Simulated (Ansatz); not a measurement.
Geometry optimisation, RKS CAM-B3LYP-D4/def2-SVP (Ansatz 0.2.0).

Input file:

```yaml
crystal:
  periodic: [false, false, false]
  atoms:
    - { symbol: Ga, position_ang: [-0.001618, -0.423417, -0.011335] }
    - { symbol: O, position_ang: [-0.19338, -0.35874, 1.772339] }
    - { symbol: H, position_ang: [-1.101965, -0.410553, 2.084636] }
    - { symbol: H, position_ang: [1.481905, -0.495159, -0.463452] }
    - { symbol: H, position_ang: [-1.303788, -0.565534, -0.86143] }
    - { symbol: "N", position_ang: [0.126625, 2.536497, 0.945147] }
    - { symbol: H, position_ang: [1.035064, 2.993425, 1.033639] }
    - { symbol: H, position_ang: [-0.594692, 3.243698, 1.08351] }
    - { symbol: H, position_ang: [0.050848, 1.838385, 1.712347] }
basis:
  gaussian: { orbitals: def2-SVP }
hamiltonian:
  xc: cam_b3lyp
  dispersion: d4
relax:
  f_tol: 0.03
  max_steps: 50
```

Run as:

```bash
$ ansatz run input.yaml --threads 2 --pin off --max-ram 3072MiB --backend cpu --events-out ev --progress --plain --runs-dir out
```

**Question.** Where does it end, and by what steps?

**Answer.** It converged. The force dipped under the threshold on the way, but the program's further checks kept it going. After 13 steps the energy has fallen by 0.676 eV; H8 moved furthest, 0.72 Å. Joined: Ga1–N6 (3.11 → 2.11 Å).

```tsv
step	energy less start (eV)	largest force component (eV/Å)	accepted
0	0.0000	0.853	yes
1	-0.1670	0.596	yes
2	-0.3831	0.643	yes
3	-0.5708	0.944	yes
4	-0.6187	1.229	yes
5	-0.6229	0.847	yes
6	-0.6500	0.328	yes
7	-0.6656	0.300	yes
8	-0.6712	0.053	yes
9	-0.6702	0.164	no
10	-0.6721	0.028	yes
11	-0.6728	0.070	yes
12	-0.6733	0.110	yes
13	-0.6758	0.020	yes
```

```xyz
9
Properties=species:S:1:pos:R:3
Ga -0.031 0.151 0.200
O -0.362 -0.222 1.967
H -0.870 -1.011 2.174
H 1.423 -0.184 -0.300
H -1.292 0.146 -0.745
N 0.149 2.151 0.861
H 1.076 2.568 0.785
H -0.541 2.811 0.506
H -0.054 1.949 1.847
```

Whether the end is a true minimum wasn't checked by a vibrational analysis.

Run time: 61 s on 2 threads of Intel(R) Xeon(R) Platinum 8259CL CPU @ 2.50GHz (Skylake/Cascade Lake) (shared host), peak memory 0.23 GiB.
